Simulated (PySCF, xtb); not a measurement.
C₅H₇FO, SMILES F/C=C1\OC[C@@H]1C.

GFN2-xTB run with xtb at its own geometry gives an orbital gap of 4.90 eV and a dipole moment of 4.46 D.

Geometry: B3LYP-D3(BJ)/def2-SVP. The structure was generated by enumeration; whether it is a known compound was not checked.

### Question
What does PBE/def2-TZVP (PySCF) give? (Estimate from the structure and the level; the computed values follow.)

### Answer
gap 4.80 eV (levels -5.03 and -0.22 eV), dipole 3.42 D.
